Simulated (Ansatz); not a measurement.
The cluster K₂Na₆⁺. Total charge 1; doublet. Geometry PBE0/def2-SVP, basis def2-TZVP, Ansatz.

```xyz
8

Na   -1.741    0.454    3.702
Na   -2.309    1.699    0.368
Na    0.078    3.853   -1.238
Na    0.991   -3.680   -2.232
Na    2.846   -1.420   -0.145
Na    0.965    1.250    1.264
K    -0.992   -2.411    1.095
K     0.162    0.254   -2.815
```

```json
{"run": "A", "HOMO (eV)": "-5.47", "LUMO (eV)": "-4.56"}
{"run": "B", "HOMO (eV)": "-5.51", "LUMO (eV)": "-4.75"}
{"run": "C", "HOMO (eV)": "-7.17", "LUMO (eV)": "-2.99"}
{"run": "D", "HOMO (eV)": "-5.82", "LUMO (eV)": "-4.42"}
{"run": "E", "HOMO (eV)": "-5.43", "LUMO (eV)": "-4.96"}
```

LC-ωPBE has ω = 0.4 bohr⁻¹. HSE06 is defined as in plane-wave codes, on full-range PBE exchange. Another isomer (doublet) lies 0.27 eV lower at PBE0/def2-TZVP; other spin states weren't run for this one.

HOMO and LUMO are taken over both spins.

Task: The runs used HSE06, LC-ωPBE, PBE, PBE0, r2SCAN. Estimate which is which.

Result: A r2SCAN (0 % exact exchange); B HSE06 (range-separated); C LC-ωPBE (range-separated); D PBE0 (25 % exact exchange); E PBE (0 % exact exchange). Exact exchange lowers occupied and raises empty levels; among semilocal functionals meta-GGAs tend to open the gap a little, and such runs are hard to tell apart. The gap grows from 0.47 eV (PBE) to 4.18 eV (LC-ωPBE). At r2SCAN/def2-TZVP, LC-ωPBE/def2-TZVP the charge 1 doublet is spin-contaminated (final ⟨S²⟩ up to 0.89, 0.75 for a pure state).
